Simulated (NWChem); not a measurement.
# Lowest excitation of fluoroethane (C₂H₅F)

```
C
F 1 1.3743
H 1 1.1044 2 108.20
H 1 1.1044 3 107.78 2 -116.79
C 1 1.5068 3 111.09 4 -121.92
H 5 1.1002 1 110.72 3 179.98
H 5 1.1002 6 108.20 1 -121.50
H 5 1.1006 6 108.31 7 -117.21
```
Charge 0, spin multiplicity 1.

All runs are NWChem calculations. Structure: optimised with PBE0/def2-SVP, a minimum by its harmonic frequencies.

Basis set: 6-31+G*.

B3LYP has NWChem's definition, with VWN1-RPA local correlation. The Pople sets run with spherical d functions.

### Question
One of these methods gave a lowest vertical singlet excitation energy of 10.31 eV. Which?
A) TD-PBE
B) CIS
C) TD-B3LYP
D) TDA-PBE0

### Answer
B, CIS. The others give 8.69 (TDA-PBE0), 7.70 (TD-PBE), 8.44 (TD-B3LYP).
